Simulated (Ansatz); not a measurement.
Steps of a relaxation of CdH2S2, SMILES `[SH][Cd][SH]` with RKS PBE0-D4/def2-TZVP.

```sh
$ ansatz run in.yaml --threads 2 --pin off --events-out ev --progress --plain --max-ram 20480MiB --backend cpu
```

```yaml
crystal:
  periodic: [false, false, false]
  atoms:
    - {symbol: S, position_ang: [-0.582930, -0.881300, -1.990290]}
    - {symbol: Cd, position_ang: [-0.269620, 0.298200, 0.077250]}
    - {symbol: S, position_ang: [1.309840, -0.171320, 1.825840]}
    - {symbol: H, position_ang: [-1.495010, -0.092350, -2.541910]}
    - {symbol: H, position_ang: [1.037720, 0.846770, 2.629110]}
basis:
  gaussian: {orbitals: def2-TZVP}
hamiltonian: {xc: pbe0, dispersion: d4}
relax: {f_tol: 0.005, max_steps: 150}
```

Positions (Å) and forces (eV/Å) along the path, 19 of 19 steps:

```xyz
5
step=1 energy=-26262.7539 eV
S    -0.583   -0.881   -1.990    0.047    0.184    0.402
Cd   -0.270    0.298    0.077    0.670   -0.853   -0.156
S     1.310   -0.171    1.826   -0.304    0.036   -0.352
H    -1.495   -0.092   -2.542   -0.328    0.260   -0.220
H     1.038    0.847    2.629   -0.084    0.373    0.327
5
step=2 energy=-26262.9448 eV
S    -0.637   -0.863   -2.035    0.007   -0.008    0.073
Cd   -0.152    0.146    0.048    0.349   -0.424   -0.096
S     1.310   -0.132    1.886   -0.037   -0.035   -0.056
H    -1.547   -0.052   -2.578   -0.148    0.233    0.046
H     1.026    0.902    2.679   -0.170    0.235    0.033
5
step=3 energy=-26263.0783 eV
S    -0.672   -0.872   -2.077   -0.188    0.154   -0.080
Cd   -0.032   -0.005    0.017    0.213   -0.268   -0.070
S     1.325   -0.122    1.937   -0.065    0.195    0.156
H    -1.570    0.033   -2.513    0.121   -0.004    0.203
H     0.948    0.966    2.637   -0.082   -0.078   -0.208
5
step=4 energy=-26263.1736 eV
S    -0.700   -0.886   -2.111   -0.428    0.532   -0.079
Cd    0.088   -0.158   -0.014    0.150   -0.204   -0.033
S     1.342   -0.118    1.979   -0.295    0.584    0.231
H    -1.565    0.137   -2.386    0.418   -0.406    0.229
H     0.835    1.025    2.533    0.155   -0.505   -0.347
5
step=5 energy=-26263.2413 eV
S    -0.726   -0.875   -2.122   -0.380    0.534   -0.031
Cd    0.200   -0.316   -0.040    0.034   -0.063   -0.013
S     1.337   -0.097    1.999   -0.300    0.558    0.177
H    -1.530    0.228   -2.229    0.401   -0.488    0.116
H     0.719    1.060    2.392    0.245   -0.542   -0.248
5
step=6 energy=-26263.2696 eV
S    -0.740   -0.862   -2.122   -0.181    0.324    0.058
Cd    0.247   -0.389   -0.050    0.042   -0.073   -0.009
S     1.332   -0.081    2.004   -0.215    0.312    0.021
H    -1.483    0.273   -2.109    0.179   -0.280   -0.014
H     0.645    1.059    2.276    0.175   -0.282   -0.055
5
step=7 energy=-26263.2738 eV
S    -0.753   -0.843   -2.116   -0.035    0.008   -0.043
Cd    0.288   -0.459   -0.058   -0.056    0.093    0.015
S     1.320   -0.059    2.002    0.010    0.029    0.046
H    -1.470    0.296   -2.066    0.059   -0.056    0.029
H     0.615    1.064    2.239    0.022   -0.074   -0.047
5
step=8 energy=-26263.2760 eV
S    -0.752   -0.850   -2.115    0.014   -0.025    0.005
Cd    0.269   -0.429   -0.054    0.014   -0.020   -0.003
S     1.326   -0.063    1.999    0.015   -0.023   -0.010
H    -1.459    0.290   -2.064   -0.028    0.033   -0.018
H     0.616    1.052    2.233   -0.014    0.035    0.026
5
step=9 energy=-26263.2763 eV
S    -0.754   -0.853   -2.114   -0.009    0.008    0.003
Cd    0.266   -0.424   -0.053    0.001   -0.002   -0.001
S     1.330   -0.063    1.999   -0.004    0.012   -0.001
H    -1.465    0.287   -2.083    0.008   -0.007   -0.002
H     0.622    1.053    2.251    0.003   -0.010    0.000
5
step=10 energy=-26263.2868 eV
S    -0.906   -0.929   -2.009   -0.049    0.109    0.011
Cd    0.247   -0.392   -0.049    0.028   -0.044   -0.010
S     1.454    0.060    1.902   -0.080    0.091    0.011
H    -1.312    0.343   -2.194    0.035   -0.089   -0.016
H     0.517    0.919    2.351    0.067   -0.067    0.004
5
step=11 energy=-26263.0509 eV rejected
S    -1.057   -0.997   -1.906   -0.067    2.134   -0.420
Cd    0.232   -0.368   -0.046    0.069   -0.107   -0.017
S     1.569    0.185    1.805   -1.831    0.874    0.791
H    -1.163    0.393   -2.305    0.124   -2.036    0.517
H     0.420    0.787    2.452    1.706   -0.864   -0.871
5
step=12 energy=-26263.2952 eV
S    -0.987   -0.940   -1.958   -0.023    0.072   -0.005
Cd    0.249   -0.397   -0.050   -0.011    0.024    0.009
S     1.491    0.137    1.856   -0.064    0.054    0.020
H    -1.237    0.352   -2.250    0.032   -0.082    0.007
H     0.484    0.847    2.402    0.066   -0.068   -0.031
5
step=13 energy=-26263.2993 eV
S    -1.040   -0.940   -1.921   -0.003    0.002    0.001
Cd    0.245   -0.389   -0.049   -0.021    0.033    0.004
S     1.510    0.191    1.826    0.000    0.004    0.000
H    -1.182    0.348   -2.282    0.010   -0.019   -0.011
H     0.466    0.791    2.426    0.014   -0.019    0.006
5
step=14 energy=-26263.3011 eV
S    -1.053   -0.941   -1.911    0.002   -0.045    0.023
Cd    0.232   -0.370   -0.047   -0.009    0.010   -0.001
S     1.517    0.204    1.817    0.039   -0.016   -0.029
H    -1.168    0.337   -2.304    0.000    0.039   -0.033
H     0.472    0.770    2.443   -0.032    0.011    0.039
5
step=15 energy=-26263.2178 eV rejected
S    -1.167   -0.957   -1.827    0.131    1.246   -0.564
Cd    0.173   -0.274   -0.034    0.027   -0.058   -0.017
S     1.571    0.313    1.746   -1.100    0.306    0.769
H    -1.060    0.292   -2.460   -0.116   -1.202    0.598
H     0.482    0.626    2.575    1.059   -0.292   -0.786
5
step=16 energy=-26263.3034 eV
S    -1.087   -0.939   -1.888   -0.009   -0.066    0.011
Cd    0.214   -0.339   -0.043   -0.025    0.033   -0.001
S     1.527    0.239    1.800    0.070   -0.018   -0.020
H    -1.145    0.313   -2.370    0.019    0.046   -0.001
H     0.491    0.727    2.501   -0.054    0.005    0.012
5
step=17 energy=-26263.3049 eV
S    -1.143   -0.934   -1.849    0.008    0.004    0.005
Cd    0.193   -0.306   -0.039    0.003    0.000    0.004
S     1.543    0.297    1.769   -0.011   -0.006   -0.009
H    -1.086    0.287   -2.407   -0.005   -0.002   -0.006
H     0.492    0.656    2.526    0.005    0.003    0.007
5
step=18 energy=-26263.3050 eV
S    -1.132   -0.937   -1.855   -0.005    0.002   -0.003
Cd    0.190   -0.302   -0.038    0.003   -0.008   -0.004
S     1.541    0.287    1.772    0.003    0.005    0.007
H    -1.094    0.287   -2.409   -0.001    0.000   -0.003
H     0.496    0.664    2.529    0.000    0.001    0.002
5
step=19 energy=-26263.3050 eV
S    -1.137   -0.935   -1.852    0.000   -0.001    0.000
Cd    0.192   -0.304   -0.038    0.000    0.001    0.000
S     1.542    0.292    1.771    0.000   -0.001    0.000
H    -1.092    0.287   -2.411    0.000    0.000    0.000
H     0.495    0.661    2.530    0.000    0.000    0.000
```

Run time 57 s (2 threads of an AMD EPYC 7R13 on a shared host); peak host memory 0.29 GiB.
